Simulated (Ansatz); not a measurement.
The lowest singlet and triplet of CClF (SMILES F[C]Cl); geometries from B3LYP-D3(BJ)/def2-TZVP, each state relaxed from the structure named, with no frequency check.
Singlet at the triplet's geometry (charge 0, multiplicity 1):
```xyz
3

F     -1.61117    -0.20634     0.00000
C     -0.52683     0.53976     0.00000
Cl     1.03891    -0.08126     0.00000
```

A positive gap puts the triplet lower; no zero-point energy. R- takes a restricted singlet. U- takes an unrestricted singlet (broken symmetry where lower, unprojected). The triplet is unrestricted in single-reference levels. Active spaces average the two states.

Frozen-core correlation.

Run with Ansatz (Gaussian orbitals). 

```
level                                       gap E(singlet) − E(triplet), vertical, at the triplet's geometry (kcal/mol)
------------------------------------------  ---------------------------------------------------------------------------
U-SVWN5/def2-TZVPP                                                                                               -24.76
R-wB97M-V/def2-TZVPP                                                                                             -26.96
R-MP2/cc-pV(Q+d)Z                                                                                                -23.32
U-SCS-MP2/cc-pV(Q+d)Z (spin-contaminated)                                                                        -19.73
R-CCSD/cc-pV(D+d)Z                                                                                               -20.58
R-CCSD/cc-pV(Q+d)Z                                                                                               -21.85
SA-CASSCF(2,2)/cc-pV(D+d)Z                                                                                   (withheld)
FIC-MRCISD+Q on SA-CASSCF(2,2)/cc-pV(D+d)Z                                                                       -21.90
FIC-MRCISD+Q on SA-CASSCF(2,2)/cc-pV(Q+d)Z                                                                       -23.14
```

Problem. Fill in the missing entries.

Solution. 
- SA-CASSCF(2,2)/cc-pV(D+d)Z, gap E(singlet) − E(triplet), vertical, at the triplet's geometry (kcal/mol): -12.13

Doubts at one or more of the structures used: a restricted determinant that unrestricted orbitals would lower (R-MP2/cc-pV(Q+d)Z, R-CCSD/cc-pV(D+d)Z, R-CCSD/cc-pV(Q+d)Z).

Ansatz is a quantum-chemistry and plane-wave program.
